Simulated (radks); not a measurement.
Q: These are the eigenvalues of the occupied orbitals of an atom or ion with whole-number occupations (hartree). Method: scalar-relativistic Kohn-Sham, r2SCAN, spin-polarised, spherical densities, finite nucleus; meta-GGA in the generalised Kohn-Sham scheme; Fermi nuclear charge, rms radius of each element as measured or else 0.836 A^(1/3) + 0.57 fm; computed with a radial shooting solver on a logarithmic mesh with Libxc functionals.

| orbital | eigenvalue |
|---|---|
| 1s up | -1430.303 |
| 1s down | -1430.263 |
| 2s up | -231.5834 |
| 2s down | -231.5748 |
| 2p up | -207.8547 |
| 2p down | -207.8274 |
| 3s up | -52.73310 |
| 3s down | -52.71498 |
| 3p up | -45.11010 |
| 3p down | -45.08445 |
| 3d up | -34.16982 |
| 3d down | -34.14125 |
| 4s up | -13.59294 |
| 4s down | -13.49331 |
| 4p up | -11.07083 |
| 4p down | -10.97638 |
| 4d up | -7.39995 |
| 4d down | -7.30870 |
| 5s up | -4.50558 |
| 5s down | -4.30442 |
| 5p up | -3.75164 |

Which element is it, and in what charge state? The configuration may be excited. Open shells, if any, are filled with parallel spins first.

A: Z = 57, lanthanum, charge +7: La7+ in [Ar] 3d10 4s2 4p5 4d10 5s2 5p3. The list shows which subshells hold electrons but not how many an open one holds; the 1s level, -1430.3 hartree, gives Z - s = 53.5 by -(Z - s)^2/2, which with screening and relativity narrows Z to a few neighbours, and the depths of the outer levels then fix element, charge and occupations together.
